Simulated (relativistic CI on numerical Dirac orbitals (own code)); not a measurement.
## Sensitivity of the levels of Pb64+ to α and to the nuclear radius

Method of calculation: Dirac-Coulomb-Breit CI, orbitals from a KLI potential per configuration, derivatives by finite differences, unscaled Slater integrals, QED left out (own radial code, finite nucleus).

Configuration list (outside the closed core [Ne]): 3s2.3p6, 3s2.3p5.3d, 3s.3p6.3d, 3p6.3d2, 3p5.3d3. Double excitations out of closed p, d and f shells are left out; levels of such configurations are missing from the list, as are those of other unlisted configurations, and high levels can miss mixing partners.

With x = (α/α₀)² − 1 an excitation energy changes as ω = ω₀ + qx; K = 2q/ω₀ is the relative enhancement. Terms are leading LS components, so labels can repeat. The field-shift factor is F = δν/δ⟨r²⟩ for the transition from the lowest level.

Lowest level 3s2.3p6 1S_0.

| Level | ω₀ (cm⁻¹) | q (cm⁻¹) | K | F (GHz/fm²) |
| --- | --- | --- | --- | --- |
| 3s2.3p5.3d 3P°_0 | 2197968 | 166600 | 0.152 | 39.3 |
| 3s2.3p5.3d 3P°_1 | 2308644 | 184100 | 0.16 | 40.7 |
| 3s2.3p5.3d 3F°_3 | 2337439 | 156000 | 0.133 | 40 |
| 3s2.3p5.3d 3D°_2 | 2378257 | 165200 | 0.139 | 40.4 |
| 3s2.3p5.3d 3F°_4 | 3287506 | 1.197e+06 | 0.728 | 79.5 |
| 3s2.3p5.3d 1D°_2 | 3339951 | 1.207e+06 | 0.723 | 79.1 |
| 3s2.3p5.3d 3D°_3 | 3443286 | 1.207e+06 | 0.701 | 80.9 |
| 3s2.3p5.3d 1P°_1 | 3717904 | 1.236e+06 | 0.665 | 71.2 |
| 3s2.3p5.3d 3F°_2 | 6882700 | 6.046e+06 | 1.76 | -1330 |
| 3s2.3p5.3d 3D°_1 | 7229710 | 6.076e+06 | 1.68 | -1330 |
| 3s2.3p5.3d 3P°_2 | 7914468 | 7.103e+06 | 1.79 | -1290 |
| 3s2.3p5.3d 3F°_3 | 7960921 | 7.104e+06 | 1.78 | -1300 |
| 3s.3p6.3d 3D_1 | 9033123 | 6.61e+06 | 1.46 | -17100 |

At this charge energies of transitions that change n are usually good to better than 1 %, and those within a shell (Δn = 0) to a few per cent.
